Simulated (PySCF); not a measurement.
Vibration and rotation of SeF

PBE0 constants of SeF, ²Π (doublet), unpaired electrons π ↑ (Se aug-pcseg-1, F aug-pcseg-1; no relativity (PySCF 2.14); masses 79.9165 and 18.9984 u):

| Item | Value |
| --- | --- |
| ωe | 689.0 cm⁻¹ |
| ωexe | 2.92 cm⁻¹ |
| Be | 0.34654 cm⁻¹ |
| αe | 0.00210 cm⁻¹ |
| D (centrifugal) | 3.51e-07 cm⁻¹ |
| De to Se + F | 3.30 eV |

Problem. Give the vibrational terms G(v) and spacings up to v = 6.

Solution. G(v) = ωe(v+½) − ωexe(v+½)².

| v | G(v) (cm⁻¹) | G(v) − G(v−1) | Bv (cm⁻¹) |
| --- | --- | --- | --- |
| 0 | 344 |  | 0.3455 |
| 1 | 1027 | 683 | 0.3434 |
| 2 | 1704 | 677 | 0.3413 |
| 3 | 2376 | 671 | 0.3392 |
| 4 | 3041 | 666 | 0.3371 |
| 5 | 3701 | 660 | 0.3350 |
| 6 | 4355 | 654 | 0.3329 |

Problem. How well does the Morse estimate ωe²/(4ωexe) reproduce De, and what is D0?

Solution. It gives 5.04 eV, 153 % of the computed De. D0 = De − G(0) = 3.30 − 0.04 = 3.26 eV.

Spin–orbit coupling is left out. The state is the lowest determinant that a PBE0 search found; another state may lie lower at other levels.
